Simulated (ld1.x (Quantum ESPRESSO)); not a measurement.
Transferability test, ultrasoft potential for Ge (Z = 32)

* Element: Ge
* Generator: ld1.x (Quantum ESPRESSO) 7.5
* Type: ultrasoft
* Functional: LDA (PZ)
* Relativity: fully relativistic
* Frozen core: [Ar] 3d10
* Valence charge: 4
* Reference configuration: 4s1.75 4p2.25
* Partial waves: 4s (bound): rcut 1.45, rcutus 1.55 bohr; 4s channel at -0.3 Ry: rcut 1.45, rcutus 1.55 bohr; 4p (bound): rcut 1.50, rcutus 1.70 bohr; 4p channel at 0.35 Ry: rcut 1.50, rcutus 1.70 bohr
* Local potential: all-electron potential smoothed inside 1.60 bohr (lloc = -1)
* Core correction: Bessel-smoothed model core inside 0.90 bohr
* Augmentation charge: PSQ, radius 1.30 bohr

Open shells are filled in proportion to 2j + 1 (rel_dist='average').

Energies are relative to the spin-unpolarised reference configuration 4s1.75 4p2.25; without spin polarisation the order of configurations can differ from experiment. The frozen-core shift is the all-electron ΔE with the core orbitals held at their reference shape minus the fully relaxed ΔE.

Give the all-electron excitation energy and the error of the potential for: 4s2 4p2; 4s2 4p1; 4s2 4p0; 4s0 4p4; 4s1 4p2; 4s2 4p1.5; 4s2 4p2.3.

```
valence configuration  charge  ΔE all-electron (eV)  error AE − PS (meV)  frozen-core shift (meV)
              4s2 4p2       0                -1.983                 -0.7                     +0.7
              4s2 4p1      +1                 5.656                 -3.1                     +3.3
              4s2 4p0      +2                21.375                  -45                      +45
              4s0 4p4       0                14.370                  -33                      +30
              4s1 4p2      +1                14.429                  -25                      +23
            4s2 4p1.5    +0.5                 0.907                 -0.1                     +0.1
            4s2 4p2.3    -0.3                -2.911                 -1.2                     +1.2
```

Levels in the configuration 4s1 4p2:

| level | all-electron (eV) | pseudo (eV) |
| --- | --- | --- |
| 4s j=1/2 | -21.126 | -21.195 |
| 4p j=1/2 | -12.427 | -12.465 |
| 4p j=3/2 | -12.159 | -12.195 |
